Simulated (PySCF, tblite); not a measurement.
Isomers of C7H10SSi, one GFN2-xTB conformer each. Single-point energies are computed at PBE0/pcSseg-1 (PySCF, gas phase, no added dispersion term), electronic only.

**Question.** Rank them by PBE0/pcSseg-1 energy, lowest first (kJ/mol).
A. `[CH3:1][C:2]([S:3][SiH3:4])=[C:5]1[CH:6]=[CH:7][CH:8]=[CH:9]1` with C1–C2–S3–Si4 135°
B. `[CH:1]#[C:2][C:3]1=[CH:4][S:5][CH2:6][SiH2:7][C@H:8]1[CH3:9]` with C3–C4–S5–C6 -3°, C4–S5–C6–Si7 32°, S5–C6–Si7–C8 -56°, C6–Si7–C8–C9 -68°
C. `[CH3:1][c:2]1[cH:3][cH:4][c:5]([SH:6])[cH:7][c:8]1[SiH3:9]` with C4–C5–S6–H 180°
D. `[CH2:1]=[CH:2][C@@H:3]([SiH3:4])[c:5]1[cH:6][cH:7][cH:8][s:9]1` with C1–C2–C3–Si4 100°, C2–C3–C5–C6 132°
E. `[CH3:1][S:2][C:3]1=[CH:4][C@@:5]2([SiH3:6])[CH:7]=[CH:8][C@@H:9]12` with C1–S2–C3–C4 1°
F. `[CH:1]#[C:2][CH2:3][C@@:4]([CH3:5])([C:6]#[CH:7])[S:8][SiH3:9]` with C2–C3–C4–C5 -62°, C3–C4–S8–Si9 180°

**Answer.** C (0.0), A (87.7), D (109.1), B (206.2), E (310.7), F (353.8).

As drawn, the lowest has an aromatic ring, an S–H bond and an Si–C bond, which the highest lacks; the highest has a C≡C bond, which the lowest lacks. GFN2-xTB itself gives, in the same order: 0.0, 44.1, 108.5, 234.7, 269.5, 267.3. Both levels put the same isomer lowest; measured from each level's own lowest isomer, the values differ by up to 86.5 kJ/mol (C#CC[C@@](C)(C#C)S[SiH3]: 267.3 against 353.8).

**Question.** Which frontier levels, dipoles and rotational constants go with these structures?

**Answer.** 
```tsv
SMILES	HOMO (eV, PBE0/pcSseg-1)	LUMO (eV)	dipole (D)	A, B, C (MHz)
Cc1ccc(S)cc1[SiH3]	-6.28	-0.71	1.09	2041, 740.2, 548.5
CC(S[SiH3])=C1C=CC=C1	-6.24	-1.99	1.30	1808, 896.2, 651.1
C=C[C@@H]([SiH3])c1cccs1	-6.47	-0.44	0.65	1929, 794.6, 729.5
C#CC1=CSC[SiH2][C@H]1C	-5.97	-0.61	1.70	1700, 966.4, 720.7
CSC1=C[C@@]2([SiH3])C=C[C@@H]12	-6.05	-0.36	1.27	2343, 720.4, 627.9
C#CC[C@@](C)(C#C)S[SiH3]	-6.99	-0.28	1.45	2251, 713.7, 645.9
```

**Question.** What happens when harmonic zero-point energies from GFN2-xTB frequencies are added?

**Answer.** 
| SMILES | ZPE (kJ/mol) | electronic (kJ/mol) | with ZPE (kJ/mol) |
| --- | --- | --- | --- |
| Cc1ccc(S)cc1[SiH3] | 360.4 | 0.0 | 0.0 |
| CC(S[SiH3])=C1C=CC=C1 | 366.3 | 87.7 | 93.6 |
| C=C[C@@H]([SiH3])c1cccs1 | 363.8 | 109.1 | 112.4 |
| C#CC1=CSC[SiH2][C@H]1C | 368.5 | 206.2 | 214.3 |
| CSC1=C[C@@]2([SiH3])C=C[C@@H]12 | 362.0 | 310.7 | 312.3 |
| C#CC[C@@](C)(C#C)S[SiH3] | 355.5 | 353.8 | 348.9 |

The zero-point energies span 13.0 kJ/mol. The order is unchanged.

**Question.** As an exercise, what shares would exp(−E/RT) give at 2000 K from these electronic energies alone (no entropy, no degeneracies)?

**Answer.** RT = 16.629 kJ/mol: Cc1ccc(S)cc1[SiH3] 99.4 %, CC(S[SiH3])=C1C=CC=C1 0.5 %, C=C[C@@H]([SiH3])c1cccs1 0.1 %, C#CC1=CSC[SiH2][C@H]1C under 0.1 %, CSC1=C[C@@]2([SiH3])C=C[C@@H]12 under 0.1 %, C#CC[C@@](C)(C#C)S[SiH3] under 0.1 %.
